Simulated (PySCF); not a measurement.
Worked example: entropy of an ideal gas

SnHFCl₂, SMILES [F][SnH]([Cl])[Cl].

Geometry: PBE0-D3(BJ)/def2-SVP. The def2 effective core potentials stand for the cores of Sn; spin–orbit coupling is left out.

PBE0-D3(BJ)/def2-SVP run with PySCF gives the harmonic wavenumbers 110, 149, 157, 388, 405, 555, 556, 655, 1999 cm⁻¹ and the rotational temperatures 0.1427, 0.0850, 0.0625 K. The molar mass is 209.62 g/mol, the symmetry number 1, the spin multiplicity 1.

Problem. Work out the entropy at 298.15 K and 1 atm in the rigid-rotor, harmonic-oscillator model.

Solution. 
Translation (Sackur–Tetrode at 1 atm): S = R[1.5 ln M + 2.5 ln T − 1.16487] = 175.4 J/(mol K).
Rotation: q = (√π/σ) T^1.5/√(θA θB θC) = 331000, S = R[ln q + 3/2] = 118.2 J/(mol K).
Vibration: with u = 1.4388 ν/T, each mode gives R[u/(e^u − 1) − ln(1 − e^−u)]:
```json
[
 {"ν (cm⁻¹)": "110", "modes": "1", "u": "0.53", "S (J/(mol K))": "13.68"},
 {"ν (cm⁻¹)": "149", "modes": "1", "u": "0.72", "S (J/(mol K))": "11.23"},
 {"ν (cm⁻¹)": "157", "modes": "1", "u": "0.76", "S (J/(mol K))": "10.82"},
 {"ν (cm⁻¹)": "388", "modes": "1", "u": "1.87", "S (J/(mol K))": "4.22"},
 {"ν (cm⁻¹)": "405", "modes": "1", "u": "1.95", "S (J/(mol K))": "3.95"},
 {"ν (cm⁻¹)": "555", "modes": "1", "u": "2.68", "S (J/(mol K))": "2.23"},
 {"ν (cm⁻¹)": "556", "modes": "1", "u": "2.68", "S (J/(mol K))": "2.23"},
 {"ν (cm⁻¹)": "655", "modes": "1", "u": "3.16", "S (J/(mol K))": "1.52"},
 {"ν (cm⁻¹)": "1999", "modes": "1", "u": "9.65", "S (J/(mol K))": "0.01"}
]
```
These are all the modes. Sum 49.9 J/(mol K).
Spin: R ln 1 = 0.0 J/(mol K).
Total 343.5 J/(mol K); the program's own thermochemistry gives 343.4. Translation makes up 51 % and vibration 15 %. Anharmonicity, hindered rotation and orbital degeneracy are left out.
